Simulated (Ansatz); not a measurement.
Reaction (ligand exchange at the Si–C bond): `[SiH3]/C=C/Cl` + `O[Si]1(Cl)CO1` → `[SiH3]O[Si]1(Cl)CO1` + `C=CCl`

Gas-phase electronic energies from Ansatz, PBE0-D4/def2-TZVP geometries. CCSD(T)/CBS adds triple-zeta CCSD(T) − MP2 to the extrapolated MP2 energy (def2 sets, frozen cores). This one scheme is used for every species. Functionals use def2-TZVPP. B3LYP here is the variant with VWN-RPA as its local correlation; programs differ in this. Each species was taken in one conformer, which may not be the lowest.

```json
{"level": "PBE-D4", "ΔE (kJ/mol)": "-80.6", "difference from CCSD(T)/CBS": "16.9"}
{"level": "r2SCAN-D4", "ΔE (kJ/mol)": "-92.1", "difference from CCSD(T)/CBS": "5.4"}
{"level": "PBE0-D4", "ΔE (kJ/mol)": "-87.4", "difference from CCSD(T)/CBS": "10.1"}
{"level": "B3LYP-D4", "ΔE (kJ/mol)": "-99.5", "difference from CCSD(T)/CBS": "-2.0"}
{"level": "ωB97X-V", "ΔE (kJ/mol)": "-96.3", "difference from CCSD(T)/CBS": "1.2"}
{"level": "ωB97M-V", "ΔE (kJ/mol)": "-95.5", "difference from CCSD(T)/CBS": "2.0"}
{"level": "B2PLYP", "ΔE (kJ/mol)": "-98.4", "difference from CCSD(T)/CBS": "-0.9"}
{"level": "PBE", "ΔE (kJ/mol)": "-79.6", "difference from CCSD(T)/CBS": "17.9"}
{"level": "r2SCAN", "ΔE (kJ/mol)": "-91.6", "difference from CCSD(T)/CBS": "5.9"}
{"level": "PBE0", "ΔE (kJ/mol)": "-86.2", "difference from CCSD(T)/CBS": "11.3"}
{"level": "B3LYP", "ΔE (kJ/mol)": "-97.9", "difference from CCSD(T)/CBS": "-0.4"}
{"level": "HF/def2-TZVPP", "ΔE (kJ/mol)": "-118.0", "difference from CCSD(T)/CBS": "-20.5"}
{"level": "MP2/def2-TZVPP", "ΔE (kJ/mol)": "-95.3", "difference from CCSD(T)/CBS": "2.2"}
{"level": "SCS-MP2/def2-TZVPP", "ΔE (kJ/mol)": "-100.4", "difference from CCSD(T)/CBS": "-2.9"}
{"level": "CCSD/def2-TZVPP", "ΔE (kJ/mol)": "-99.9", "difference from CCSD(T)/CBS": "-2.4"}
{"level": "CCSD(T)/def2-TZVPP", "ΔE (kJ/mol)": "-96.1", "difference from CCSD(T)/CBS": "1.4"}
{"level": "HF/def2-QZVPP", "ΔE (kJ/mol)": "-120.2", "difference from CCSD(T)/CBS": "-22.7"}
{"level": "MP2/def2-QZVPP", "ΔE (kJ/mol)": "-96.9", "difference from CCSD(T)/CBS": "0.6"}
{"level": "SCS-MP2/def2-QZVPP", "ΔE (kJ/mol)": "-101.7", "difference from CCSD(T)/CBS": "-4.2"}
{"level": "HF/CBS(def2)", "ΔE (kJ/mol)": "-120.5", "difference from CCSD(T)/CBS": "-23.0"}
{"level": "MP2/CBS(def2)", "ΔE (kJ/mol)": "-96.7", "difference from CCSD(T)/CBS": "0.8"}
{"level": "CCSD/CBS(def2)", "ΔE (kJ/mol)": "-101.3", "difference from CCSD(T)/CBS": "-3.8"}
{"level": "CCSD(T)/CBS", "ΔE (kJ/mol)": "-97.5", "difference from CCSD(T)/CBS": "0"}
```

Largest T1 diagnostic among the species: 0.012.

In def2-TZVPP, CCSD(T) changes the Hartree–Fock value by +21.9 kJ/mol (the triples alone add +3.8 kJ/mol) and MP2 by +22.7 kJ/mol. From PBE to PBE0 (25 % exact exchange), in def2-TZVPP and without D4, ΔE moves by −6.7 kJ/mol.
